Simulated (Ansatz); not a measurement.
Ansatz (a quantum-chemistry and plane-wave program) input file for C2H5NOSi, SMILES O[SiH2]CC#N, B3LYP-D3(BJ)/def2-SVP. 

Ansatz 0.2 input:
```yaml
crystal:
  periodic: [false, false, false]
  atoms:
    - {symbol: N, position_ang: [2.52424191, 1.19748428, 0.51563181]}
    - {symbol: C, position_ang: [1.72123087, 0.55604235, 0.01137488]}
    - {symbol: C, position_ang: [0.70090381, -0.23294957, -0.59492820]}
    - {symbol: Si, position_ang: [-0.95632332, -0.04269878, 0.33655892]}
    - {symbol: O, position_ang: [-1.91520197, -1.02419433, -0.53369488]}
    - {symbol: H, position_ang: [0.58489862, 0.07931820, -1.63404273]}
    - {symbol: H, position_ang: [1.01487107, -1.27804783, -0.59113177]}
    - {symbol: H, position_ang: [-0.83309453, -0.50766987, 1.71636330]}
    - {symbol: H, position_ang: [-1.42513837, 1.34039926, 0.28473384]}
    - {symbol: H, position_ang: [-2.83389598, -1.16360869, -0.32629113]}
basis:
  gaussian:
    orbitals: def2-SVP
hamiltonian:
  xc: b3lyp
  dispersion: d3bj
relax: {f_tol: 0.002, max_steps: 200}
```

Output:

```
WARN ansatz: RAYON_NUM_THREADS=1 ignored (pool sized by the plan → 1); use --threads N
Functional definition: B3LYP
integrals: 0.05 GiB planned
1067 factors; integrals over basis functions are off by at most 5.6e-4 eV
mean field: 0.37 GiB planned
mean field evaluation 1: about -13555.4713 eV, gradient 6.6e1 eV
mean field evaluation 2: about -13543.9801 eV, gradient 1.0e2 eV
mean field evaluation 4: about -13564.2229 eV, gradient 7.4e0 eV
mean field evaluation 8: about -13564.3615 eV, gradient 4.5e-1 eV
mean field evaluation 16: about -13564.3620 eV, gradient 2.6e-5 eV
mean field -13564.36202326 eV, -498.4811100999 hartree, gradient 2.6e-5 eV, S^2 0.000000; 0 other end points of the search recorded, 0 dependent functions left out
the calculation of the forces begins
reference -13564.36226979 eV, -498.4811191599 hartree; 23, 23 occupied and 76, 76 virtual orbitals, 1067 factors
relax step   1: F+E_penalty+E_count = -13564.72795604 eV  Δ(F+E_penalty+E_count) = +0.000e0 eV  max|allowed force component| = 1.344e0 eV/Å  Δτ_max = 0.0000 Å  (26 SCF iters, accepted)
these checks for a lower state are left out or cut short: starts, cluster_reference, orbital_swaps, neighbouring_geometries, increment
integrals: 0.05 GiB planned
1067 factors; integrals over basis functions are off by at most 6.1e-4 eV
mean field: 0.37 GiB planned
mean field -13564.45931271 eV, -498.4846854212 hartree, gradient 1.2e-5 eV, S^2 0.000000; 0 other end points of the search recorded, 0 dependent functions left out
the calculation of the forces begins
reference -13564.45956028 eV, -498.4846945195 hartree; 23, 23 occupied and 76, 76 virtual orbitals, 1067 factors
relax step   2: F+E_penalty+E_count = -13564.82168265 eV  Δ(F+E_penalty+E_count) = -9.373e-2 eV  max|allowed force component| = 4.601e-1 eV/Å  Δτ_max = 0.0586 Å  (31 SCF iters, accepted)
these checks for a lower state are left out or cut short: starts, cluster_reference, orbital_swaps, neighbouring_geometries, increment
integrals: 0.05 GiB planned
1067 factors; integrals over basis functions are off by at most 6.2e-4 eV
mean field: 0.37 GiB planned
mean field -13564.46920686 eV, -498.4850490247 hartree, gradient 1.2e-5 eV, S^2 0.000000; 0 other end points of the search recorded, 0 dependent functions left out
the calculation of the forces begins
reference -13564.46945477 eV, -498.4850581353 hartree; 23, 23 occupied and 76, 76 virtual orbitals, 1067 factors
relax step   3: F+E_penalty+E_count = -13564.83137730 eV  Δ(F+E_penalty+E_count) = -9.695e-3 eV  max|allowed force component| = 2.166e-1 eV/Å  Δτ_max = 0.0115 Å  (32 SCF iters, accepted)
these checks for a lower state are left out or cut short: starts, cluster_reference, orbital_swaps, neighbouring_geometries, increment
integrals: 0.05 GiB planned
1067 factors; integrals over basis functions are off by at most 6.2e-4 eV
mean field: 0.37 GiB planned
mean field evaluation 32: about -13564.4437 eV, gradient 1.6e-2 eV
mean field -13564.46981390 eV, -498.4850713330 hartree, gradient 1.2e-5 eV, S^2 0.000000; 0 other end points of the search recorded, 0 dependent functions left out
the calculation of the forces begins
reference -13564.47006153 eV, -498.4850804332 hartree; 23, 23 occupied and 76, 76 virtual orbitals, 1067 factors
relax step   4: F+E_penalty+E_count = -13564.83236497 eV  Δ(F+E_penalty+E_count) = -9.877e-4 eV  max|allowed force component| = 2.210e-1 eV/Å  Δτ_max = 0.0248 Å  (31 SCF iters, accepted)
these checks for a lower state are left out or cut short: starts, cluster_reference, orbital_swaps, neighbouring_geometries, increment
integrals: 0.05 GiB planned
1067 factors; integrals over basis functions are off by at most 6.2e-4 eV
mean field: 0.37 GiB planned
mean field -13564.47225162 eV, -498.4851609175 hartree, gradient 1.2e-5 eV, S^2 0.000000; 0 other end points of the search recorded, 0 dependent functions left out
the calculation of the forces begins
reference -13564.47249929 eV, -498.4851700192 hartree; 23, 23 occupied and 76, 76 virtual orbitals, 1067 factors
relax step   5: F+E_penalty+E_count = -13564.83499935 eV  Δ(F+E_penalty+E_count) = -2.634e-3 eV  max|allowed force component| = 5.227e-2 eV/Å  Δτ_max = 0.0094 Å  (33 SCF iters, accepted)
these checks for a lower state are left out or cut short: starts, cluster_reference, orbital_swaps, neighbouring_geometries, increment
integrals: 0.05 GiB planned
1067 factors; integrals over basis functions are off by at most 6.2e-4 eV
mean field: 0.37 GiB planned
mean field -13564.47308367 eV, -498.4851914949 hartree, gradient 1.2e-5 eV, S^2 0.000000; 0 other end points of the search recorded, 0 dependent functions left out
the calculation of the forces begins
reference -13564.47333122 eV, -498.4852005920 hartree; 23, 23 occupied and 76, 76 virtual orbitals, 1067 factors
relax step   6: F+E_penalty+E_count = -13564.83578314 eV  Δ(F+E_penalty+E_count) = -7.838e-4 eV  max|allowed force component| = 1.663e-2 eV/Å  Δτ_max = 0.0151 Å  (32 SCF iters, accepted)
these checks for a lower state are left out or cut short: starts, cluster_reference, orbital_swaps, neighbouring_geometries, increment
integrals: 0.05 GiB planned
1067 factors; integrals over basis functions are off by at most 6.2e-4 eV
mean field: 0.37 GiB planned
mean field -13564.47312030 eV, -498.4851928410 hartree, gradient 3.7e-5 eV, S^2 0.000000; 0 other end points of the search recorded, 0 dependent functions left out
the calculation of the forces begins
reference -13564.47336786 eV, -498.4852019385 hartree; 23, 23 occupied and 76, 76 virtual orbitals, 1067 factors
relax step   7: F+E_penalty+E_count = -13564.83579975 eV  Δ(F+E_penalty+E_count) = -1.662e-5 eV  max|allowed force component| = 4.428e-3 eV/Å  Δτ_max = 0.0018 Å  (21 SCF iters, accepted)
these checks for a lower state are left out or cut short: starts, cluster_reference, orbital_swaps, neighbouring_geometries, increment
integrals: 0.05 GiB planned
1067 factors; integrals over basis functions are off by at most 6.2e-4 eV
mean field: 0.37 GiB planned
mean field -13564.47310936 eV, -498.4851924388 hartree, gradient 3.1e-5 eV, S^2 0.000000; 0 other end points of the search recorded, 0 dependent functions left out
the calculation of the forces begins
reference -13564.47335691 eV, -498.4852015362 hartree; 23, 23 occupied and 76, 76 virtual orbitals, 1067 factors
relax step   8: F+E_penalty+E_count = -13564.83580071 eV  Δ(F+E_penalty+E_count) = -9.613e-7 eV  max|allowed force component| = 1.115e-3 eV/Å  Δτ_max = 0.0007 Å  (20 SCF iters, accepted)
integrals: 0.05 GiB planned
1067 factors; integrals over basis functions are off by at most 6.2e-4 eV
mean field: 0.37 GiB planned
mean field evaluation 64: about -13563.4146 eV, gradient 2.1e1 eV
mean field -13564.47310936 eV, -498.4851924388 hartree, gradient 3.1e-5 eV, S^2 0.000000; 1 other end points of the search recorded, 0 dependent functions left out
the calculation of the forces begins
reference -13564.47335691 eV, -498.4852015362 hartree; 23, 23 occupied and 76, 76 virtual orbitals, 1067 factors
Total energy: -13564.83604827 eV, -498.4985301976 hartree
Atom 0 at     2.537000     1.239268     0.556944 Å, force    -0.000153     0.000071     0.000072 eV/Å
Atom 1 at     1.746458     0.577656     0.025948 Å, force     0.000309     0.000010    -0.000177 eV/Å
Atom 2 at     0.710723    -0.231154    -0.594476 Å, force    -0.001115     0.000260     0.000904 eV/Å
Atom 3 at    -0.953805    -0.068081     0.305084 Å, force     0.000121    -0.000386    -0.000473 eV/Å
Atom 4 at    -1.964273    -1.065225    -0.568090 Å, force     0.000027     0.000023    -0.000025 eV/Å
Atom 5 at     0.574359     0.070205    -1.646448 Å, force     0.000046     0.000549    -0.000549 eV/Å
Atom 6 at     1.008952    -1.292814    -0.595048 Å, force     0.000399    -0.000549     0.000380 eV/Å
Atom 7 at    -0.797880    -0.512738     1.718391 Å, force     0.000380    -0.000020    -0.000074 eV/Å
Atom 8 at    -1.394385     1.354778     0.276081 Å, force     0.000370     0.000051    -0.000101 eV/Å
Atom 9 at    -2.884656    -1.147821    -0.293812 Å, force    -0.000384    -0.000010     0.000043 eV/Å
Dipole moment:    -0.813540    -0.404811    -0.188345 e Å
```

Self-consistency was reached.

Cost: about 29 core-seconds (a rough figure).
